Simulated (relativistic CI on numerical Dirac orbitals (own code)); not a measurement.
**Transition arrays of Cs12+**

Method of calculation: Dirac-Coulomb-Breit CI, separate exchange-only KLI orbitals for each configuration, QED by a radiative potential, valence Slater integrals scaled by 0.9, whole transition arrays (own radial code, finite nucleus).

CI space (outside the closed core [Ar] 3d10 4s2): 4p⁶4d⁷, 4p⁶4d⁶4f, 4p⁵4d⁸, 4p⁶4d⁶5p, 4p⁶4d⁶5f. Levels of other configurations are missing.

All E1 lines from the levels of 4p⁶4d⁷; mean and standard deviation are weighted by gf, and upper levels are sorted by their leading configuration.

| Upper configuration | Lines | Σgf | Mean (eV) | Mean (nm) | σ (eV) | Strongest line (nm) |
| --- | --- | --- | --- | --- | --- | --- |
| 4p⁶4d⁶4f | 3028 | 1061.7 | 122.72 | 10.103 | 2.76 | 10.069 |
| 4p⁵4d⁸ | 251 | 22.0 | 121.60 | 10.196 | 12.53 | 9.907 |
| 4p⁶4d⁶5p | 1730 | 177.9 | 116.32 | 10.659 | 4.26 | 10.091 |
| 4p⁶4d⁶5f | 2825 | 0.6 | 180.55 | 6.867 | 4.73 | 6.920 |

Σgf per state of the lower configuration in bins of 0.05 nm over the central range (centre: value): 9.625: 0.03, 9.675: 0.03, 9.725: 0.20, 9.775: 0.07, 9.825: 0.08, 9.875: 0.22, 9.925: 0.59, 9.975: 0.44, 10.03: 0.60, 10.08: 2.42, 10.13: 2.19, 10.18: 1.32, 10.23: 0.32, 10.28: 0.42, 10.33: 0.08, 10.38: 0.08, 10.43: 0.06, 10.48: 0.05, 10.53: 0.08, 10.58: 0.06, 10.63: 0.05, 10.68: 0.09, 10.73: 0.04, 10.78: 0.06, 10.83: 0.11, 10.88: 0.11, 10.93: 0.13, 10.98: 0.15, 11.03: 0.09.

**Question.** How do configuration mixing and the scaling of the Slater integrals move the arrays?

**Answer.** Slater scale 0.9, no configuration mixing: 4p⁶4d⁶4f 118.9 ± 4.7 eV (Σgf 882.2), 4p⁵4d⁸ 104.5 ± 8.3 eV (Σgf 194.7), 4p⁶4d⁶5p 113.6 ± 2.4 eV (Σgf 111.2), 4p⁶4d⁶5f 180.5 ± 2.6 eV (Σgf 15.9); Slater scale 1: 4p⁶4d⁶4f 125.2 ± 2.8 eV (Σgf 1089.2), 4p⁵4d⁸ 124.2 ± 13.1 eV (Σgf 22.5), 4p⁶4d⁶5p 117.0 ± 5.2 eV (Σgf 173.2), 4p⁶4d⁶5f 179.6 ± 5.1 eV (Σgf 0.7); Slater scale 0.8: 4p⁶4d⁶4f 120.2 ± 2.8 eV (Σgf 971.4), 4p⁵4d⁸ 118.7 ± 12.2 eV (Σgf 21.5), 4p⁶4d⁶5p 116.7 ± 3.5 eV (Σgf 245.4), 4p⁶4d⁶5f 181.3 ± 3.9 eV (Σgf 0.6). With mixing, levels are counted to their leading configuration, so an array can shrink or vanish into another, and the sums then hold other lines.
